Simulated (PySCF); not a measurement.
NMR data simulated for an unnamed compound:

$^{1}$H NMR (400 MHz, computed): δ 8.32 (t, J = 2.0 Hz, 1H), 7.60 (br, 2H), 1.75 (s, 2H).

$^{13}$C{$^{1}$H} NMR (computed): δ 137.8 (CH), 136.3 (C), 21.3 (CH2).

Averaged over atoms made equivalent by symmetry, fast rotation or ring inversion, single conformer, isolated molecule, relativity neglected. B3LYP/pcJ-1 coupling constants; PBE0/pcSseg-1 with gauge-including orbitals; PBE0-D3(BJ)/def2-SVP geometry; PySCF 2.14.0 with density-fitted response routines.

Scale: $^{1}$H (σref 31.27) and $^{13}$C (σref 184.41) vs TMS (reference shieldings calculated alike).

Question: Which of these does the molecule contain: a non-aromatic C=C double bond, an NH or NH2 group, a three-membered ring, a ketone, an N-methyl group?

Answer: 
- A non-aromatic C=C double bond: yes.
- An NH or NH2 group: no.
- A three-membered ring: yes.
- A ketone: no.
- An N-methyl group: no.

The data belong to `BC1=CC1`, C₃H₅B; they needn't prove each group on their own.

Carbon signals by region: 2 in the sp2 and nitrile region (100–160 ppm), 1 below 50 ppm.

Hydrogens on boron are broadened and split by $^{11}$B (spin 3/2, 80 %) and 10B (spin 3). A carbon bonded to boron is broadened by the quadrupolar boron nucleus and is often missing from a measured spectrum. Splittings below 1 Hz are ignored in the labels, and close J values are merged. Unscaled 3J(H,H) at this level run about 10 % above measured values. Shifts are as computed. Against solution values, carbons near 30 ppm lie about +2 ppm off and those near 130 ppm about +5 ppm. Of 1211 compounds with measured shifts, 218 miss one by over three times the rms of a fit or turn the order of signals round; such compounds aren't used in these exercises.
